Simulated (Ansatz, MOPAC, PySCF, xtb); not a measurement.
Pair of molecules: H2S (SMILES S) (first 3 atoms) with HI (SMILES I); geometry from B3LYP-D3(BJ)/def2-TZVP.
(charge 0, multiplicity 1):
| atom | x (Å) | y (Å) | z (Å) |
|---|---|---|---|
| S | -0.0946 | 0.0723 | 0.1021 |
| H | 0.0562 | 1.4018 | 0.2197 |
| H | -1.3905 | 0.1264 | 0.4512 |
| I | 0.7838 | -0.2015 | 4.1056 |
| H | 0.5061 | -0.1773 | 2.4961 |

Monomers are frozen at their geometry in the pair; levels with a basis set take the counterpoise correction.

The state reached by PM3 isn't checked.

Run with Ansatz (Gaussian basis) for Hartree–Fock, density functionals and correlated methods; MOPAC for PM3 (differences of heats of formation); PySCF for the dispersion terms; xtb for the GFN methods. Values without a source in brackets are computed. In def2 rows elements past Kr take small-core potentials, without spin–orbit coupling.

Task: One of these levels gives -1.99 kcal/mol for the interaction energy. Name it.
(A) BLYP-D3(BJ)/def2-TZVPPD
(B) GFN-FF
(C) PM3
(D) BHLYP/def2-TZVPPD

Result: B, GFN-FF. The others give -6.18 (PM3), -3.35 (BLYP-D3(BJ)/def2-TZVPPD), -1.22 (BHLYP/def2-TZVPPD)

Ansatz is a first-principles code.
